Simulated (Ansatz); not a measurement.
CH$_{7}$NSiZn, SMILES `N[CH]([SiH3])[ZnH]` at its PBE0-D4/def2-TZVP geometry, where that method's forces vanish. The species carries charge 0 and has multiplicity 1.

```
atom   x (Å)   y (Å)   z (Å)
  N1  -1.190   0.761   0.815
  C2  -0.022   0.557  -0.067
 Si3  -0.259  -0.968  -1.116
 Zn4   1.731   0.492   0.846
  H5  -1.324  -0.028   1.436
  H6  -1.086   1.580   1.400
  H7   0.013   1.389  -0.783
  H8  -1.488  -0.932  -1.957
  H9  -0.348  -2.177  -0.243
 H10   0.932  -1.133  -1.999
 H11   3.041   0.459   1.668
```

Q: For each bond, give half the difference of the two atoms' forces along it (eV/Å; positive pushes the atoms apart) under PBE-D4, r2SCAN-D4, B3LYP-D4, ωB97M-V in def2-TZVPP. (An estimate is asked.)

A: Ansatz gave: 
| bond | length (Å) | PBE-D4 | r2SCAN-D4 | B3LYP-D4 | ωB97M-V |
| --- | --- | --- | --- | --- | --- |
| N1–C2 | 1.477 | 0.04 | 0.23 | 0.23 | 0.34 |
| N1–H5 | 1.012 | 0.25 | 0.00 | -0.04 | -0.08 |
| N1–H6 | 1.012 | 0.24 | -0.01 | -0.06 | -0.09 |
| C2–Si3 | 1.867 | 0.05 | 0.01 | 0.05 | 0.00 |
| C2–Zn4 | 1.978 | 0.02 | -0.03 | 0.16 | -0.02 |
| C2–H7 | 1.098 | 0.10 | -0.03 | -0.16 | -0.12 |
| Si3–H8 | 1.490 | 0.09 | 0.00 | -0.09 | -0.13 |
| Si3–H9 | 1.493 | 0.06 | -0.03 | -0.08 | -0.09 |
| Si3–H10 | 1.492 | 0.03 | -0.05 | -0.09 | -0.08 |
| Zn4–H11 | 1.547 | -0.07 | -0.16 | -0.15 | -0.15 |

B3LYP here is the variant with VWN-RPA as its local correlation; programs differ in this.
